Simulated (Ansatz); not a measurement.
C₂H₈NSb, SMILES `C[CH](N)[SbH2]` at its PBE0-D4/def2-TZVP geometry, where that method's forces vanish. Total charge 0; spin multiplicity 1. Sb: def2 effective core potential.

| atom | x (Å) | y (Å) | z (Å) |
| --- | --- | --- | --- |
| C1 | 0.695 | 0.974 | 0.410 |
| C2 | 0.425 | -0.400 | -0.162 |
| N3 | 0.303 | -1.371 | 0.903 |
| Sb4 | -1.336 | -0.421 | -1.515 |
| H5 | 0.857 | 1.709 | -0.379 |
| H6 | 1.582 | 0.941 | 1.052 |
| H7 | -0.147 | 1.320 | 1.016 |
| H8 | 1.263 | -0.703 | -0.796 |
| H9 | 0.172 | -2.312 | 0.556 |
| H10 | -0.474 | -1.153 | 1.515 |
| H11 | -1.027 | 1.084 | -2.274 |
| H12 | -2.314 | 0.330 | -0.327 |

Q: For each bond, give half the difference of the two atoms' forces along it (eV/Å; positive pushes the atoms apart) under PBE-D4, r2SCAN-D4, B3LYP-D4, ωB97M-V in def2-TZVPP. (An estimate is asked.)

A: Computed: 
| bond | length (Å) | PBE-D4 | r2SCAN-D4 | B3LYP-D4 | ωB97M-V |
| --- | --- | --- | --- | --- | --- |
| C1–C2 | 1.513 | -0.04 | 0.05 | 0.11 | 0.19 |
| C1–H5 | 1.091 | 0.09 | -0.04 | -0.08 | -0.07 |
| C1–H6 | 1.095 | 0.11 | -0.02 | -0.07 | -0.10 |
| C1–H7 | 1.094 | 0.11 | -0.03 | -0.06 | -0.06 |
| C2–N3 | 1.446 | 0.03 | 0.13 | 0.20 | 0.35 |
| C2–Sb4 | 2.221 | 0.23 | 0.14 | 0.18 | -0.28 |
| C2–H8 | 1.093 | 0.11 | -0.06 | -0.17 | -0.14 |
| N3–H9 | 1.012 | 0.23 | 0.00 | -0.06 | -0.08 |
| N3–H10 | 1.013 | 0.25 | 0.01 | -0.04 | -0.07 |
| Sb4–H11 | 1.713 | 0.22 | 0.02 | 0.07 | -0.12 |
| Sb4–H12 | 1.713 | 0.24 | 0.03 | 0.08 | -0.14 |

B3LYP here is the variant with VWN-RPA as its local correlation; programs differ in this.
